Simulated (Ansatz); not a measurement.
A nudged elastic band was laid between two geometries of GaH4NO2 + H2 (10 atoms, charge 0, multiplicity 1).

The calculation used RKS BLYP/def2-SVP (Ansatz 0.2.0).

```
movable images  : 7
climbing image  : yes
spring          : 5.0 eV/Å²
optimiser       : quadratic models (default)
start path      : through a guess of the saddle point
force threshold : 0.05 eV/Å
iteration limit : 60
end points      : relaxed
```

First end point:

```xyz
10
Properties=species:S:1:pos:R:3
Ga 0.092 -0.598 0.144
N -0.055 -0.303 1.953
H -0.921 0.051 2.366
H 0.760 0.056 2.457
O 1.750 -0.681 -0.566
H 1.712 -0.901 -1.517
O -1.295 -0.935 -0.976
H -2.150 -0.981 -0.507
H -0.300 3.197 1.590
H -0.220 2.433 1.596
```

Last end point:

```xyz
10
Properties=species:S:1:pos:R:3
Ga -0.138 0.568 -0.089
N -0.067 0.346 2.062
H -0.907 -0.172 2.358
H 0.762 -0.242 2.239
O 1.357 -0.520 -0.226
H 1.805 -0.446 -1.088
O -1.747 -0.286 -0.380
H -1.599 -1.230 -0.586
H -0.100 2.120 -0.380
H 0.007 1.202 2.628
```

What changes between the two ends?

Bonds broken: H9–H10. Bonds formed: Ga1–H9, N2–H10. GaH4NO2 + H2 becomes GaH6NO2.

What energy profile does the band end with?

The forces met the threshold. The highest image is number 4 of 0 to 8, 20.7 kcal/mol above the first end and 39.9 kcal/mol above the last; the last end lies 19.3 kcal/mol below the first. The profile has 2 maxima (images 4, 7) with wells between them (image 6): this band takes more than one step, which may be the mechanism or a detour left from its start path. Neighbouring images differ by up to 1.6 eV, so the band resolves the path poorly. A vibrational analysis at the climbing image gives one clearly imaginary mode, 1202i cm⁻¹: a first-order saddle point. The orbitals stay closed-shell, which can raise the energy where a bond breaks towards radicals; this wasn't checked here.

| image | path coordinate (Å) | energy (kcal/mol) | H9–H10 (Å) | Ga1–H9 (Å) | N2–H10 (Å) |
| --- | --- | --- | --- | --- | --- |
| 0 | 0.00 | 0.0 | 0.77 | 4.08 | 2.76 |
| 1 | 0.78 | 0.2 | 0.77 | 3.67 | 2.79 |
| 2 | 1.57 | 1.0 | 0.77 | 3.16 | 2.73 |
| 3 | 2.35 | 4.7 | 0.78 | 2.58 | 2.09 |
| 4 | 3.14 | 20.7 | 1.01 | 1.93 | 1.43 |
| 5 | 4.29 | -15.6 | 2.39 | 1.60 | 1.03 |
| 6 | 5.45 | -19.1 | 3.31 | 1.58 | 1.03 |
| 7 | 6.60 | -15.7 | 3.16 | 1.58 | 1.03 |
| 8 | 7.76 | -19.3 | 3.15 | 1.58 | 1.03 |

What is the geometry of the highest image?


```xyz
10
Properties=species:S:1:pos:R:3
Ga 0.005 -0.060 0.181
N -0.015 0.247 2.144
H -0.791 -0.131 2.708
H 0.868 0.089 2.652
O 1.707 -0.364 -0.360
H 1.755 -0.566 -1.314
O -1.388 -0.823 -0.706
H -2.218 -0.317 -0.620
H -0.329 1.822 0.464
H -0.223 1.443 1.390
```

Time of the run: 2.9 min on 2 threads of AMD EPYC 7R43 64-Core Processor (Zen 3) (shared host), peak memory 0.16 GiB.
